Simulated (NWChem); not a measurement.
System: CH$_{5}$FSSi; SMILES F[SiH2]SC

```xyz
9

Si     0.3897     0.9656    -0.3720
F     -0.6615     1.8622     0.4696
S      0.5641    -1.0285     0.3448
C     -1.0279    -1.7595    -0.2444
H     -0.0976     0.9497    -1.7741
H      1.7391     1.5591    -0.2289
H     -0.9535    -2.8372    -0.0864
H     -1.8711    -1.3713     0.3301
H     -1.1776    -1.5651    -1.3092
```
Atoms are numbered in this order, from 1.

Computed with NWChem. All runs use the structure optimised with B3LYP/6-31G* (spherical d). Total energies compare along this basis series because the functional is fixed.

```
level                     basis functions  energy (Ha)  highest occupied level (eV)  orbital gap (eV)  dipole (D)
------------------------  ---------------  -----------  ---------------------------  ----------------  ----------
Hartree-Fock/pcseg-1                   89    -826.6691                       -10.24               ___         ___
Hartree-Fock/aug-pcseg-1              145    -826.6826                       -10.17             10.99        1.86
Hartree-Fock/pcseg-2                  198    -826.8478                       -10.18             12.70        1.91
Hartree-Fock/STO-3G                    33    -817.1709                        -7.00             17.88        1.04
Hartree-Fock/def2-SVP                  89    -826.4341                       -10.17             14.14        1.90
```

What belongs in the gaps?


- Hartree-Fock/pcseg-1, orbital gap (eV): 13.50
- Hartree-Fock/pcseg-1, dipole (D): 2.00
